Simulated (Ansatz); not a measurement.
Geometry optimisation, Ansatz 0.2.0, RKS r2SCAN-D4/def2-SVP.

Input:

```yaml
crystal:
  periodic: [false, false, false]
  atoms:
    - { symbol: B, position_ang: [-1.5649, 0.5187, 0.6707] }
    - { symbol: O, position_ang: [-1.0962, -0.2058, -0.4727] }
    - { symbol: Si, position_ang: [0.5817, -0.2269, -0.2762] }
    - { symbol: O, position_ang: [1.4025, -1.101, -1.5523] }
    - { symbol: H, position_ang: [-1.9319, 0.0026, 1.635] }
    - { symbol: H, position_ang: [-1.7743, 1.7463, 0.5586] }
    - { symbol: H, position_ang: [1.1717, 1.1473, -0.268] }
    - { symbol: H, position_ang: [0.9955, -0.8617, 1.0068] }
    - { symbol: H, position_ang: [2.3043, -1.0659, -1.319] }
basis:
  gaussian: { orbitals: def2-SVP }
hamiltonian:
  xc: r2scan
  dispersion: d4
relax:
  f_tol: 0.02
  max_steps: 50
```

Launched with:

```bash
$ ansatz run input.yaml --threads 2 --pin off --max-ram 3072MiB --backend cpu --events-out ev --progress --plain --runs-dir out
```

**Question.** Where does it end, and by what steps?

**Answer.** The forces met the threshold. After 22 steps the energy has fallen by 1.150 eV; H9 moved furthest, 1.17 Å.

```json
{"step": "0", "energy less start (eV)": "0.0000", "largest force component (eV/Å)": "3.437", "accepted": "yes"}
{"step": "1", "energy less start (eV)": "-0.2891", "largest force component (eV/Å)": "2.124", "accepted": "yes"}
{"step": "2", "energy less start (eV)": "-0.5381", "largest force component (eV/Å)": "1.253", "accepted": "yes"}
{"step": "3", "energy less start (eV)": "-0.7473", "largest force component (eV/Å)": "0.712", "accepted": "yes"}
{"step": "4", "energy less start (eV)": "-0.8541", "largest force component (eV/Å)": "0.423", "accepted": "yes"}
{"step": "5", "energy less start (eV)": "-0.9166", "largest force component (eV/Å)": "0.183", "accepted": "yes"}
{"step": "6", "energy less start (eV)": "-0.9476", "largest force component (eV/Å)": "0.516", "accepted": "yes"}
{"step": "7", "energy less start (eV)": "-1.0133", "largest force component (eV/Å)": "0.153", "accepted": "yes"}
{"step": "8", "energy less start (eV)": "-1.0145", "largest force component (eV/Å)": "0.452", "accepted": "yes"}
{"step": "9", "energy less start (eV)": "-1.0568", "largest force component (eV/Å)": "0.483", "accepted": "yes"}
{"step": "10", "energy less start (eV)": "-1.0687", "largest force component (eV/Å)": "0.275", "accepted": "yes"}
{"step": "11", "energy less start (eV)": "-1.0791", "largest force component (eV/Å)": "0.323", "accepted": "yes"}
{"step": "12", "energy less start (eV)": "-1.0859", "largest force component (eV/Å)": "0.420", "accepted": "yes"}
{"step": "13", "energy less start (eV)": "-1.1172", "largest force component (eV/Å)": "0.197", "accepted": "yes"}
{"step": "14", "energy less start (eV)": "-0.9566", "largest force component (eV/Å)": "2.933", "accepted": "no"}
{"step": "15", "energy less start (eV)": "-1.1313", "largest force component (eV/Å)": "0.154", "accepted": "yes"}
{"step": "16", "energy less start (eV)": "-1.1414", "largest force component (eV/Å)": "0.156", "accepted": "yes"}
{"step": "17", "energy less start (eV)": "-1.1412", "largest force component (eV/Å)": "0.214", "accepted": "no"}
{"step": "18", "energy less start (eV)": "-1.1470", "largest force component (eV/Å)": "0.085", "accepted": "yes"}
{"step": "19", "energy less start (eV)": "-1.1497", "largest force component (eV/Å)": "0.039", "accepted": "yes"}
{"step": "20", "energy less start (eV)": "-1.1502", "largest force component (eV/Å)": "0.035", "accepted": "yes"}
{"step": "21", "energy less start (eV)": "-1.1502", "largest force component (eV/Å)": "0.053", "accepted": "no"}
{"step": "22", "energy less start (eV)": "-1.1503", "largest force component (eV/Å)": "0.007", "accepted": "yes"}
```

```xyz
9
Properties=species:S:1:pos:R:3
B -1.668 0.548 0.482
O -0.500 0.606 -0.196
Si 0.988 -0.145 0.037
O 1.260 -1.251 -1.159
H -1.755 -0.118 1.496
H -2.608 1.178 0.051
H 1.989 0.954 0.012
H 0.975 -0.901 1.312
H 1.408 -0.918 -2.052
```

Whether the end is a true minimum wasn't checked by a vibrational analysis.

Time of the run: 32 s on 2 threads of AMD EPYC 9R14 (Zen 4), with other jobs on the host, peak memory 0.16 GiB.
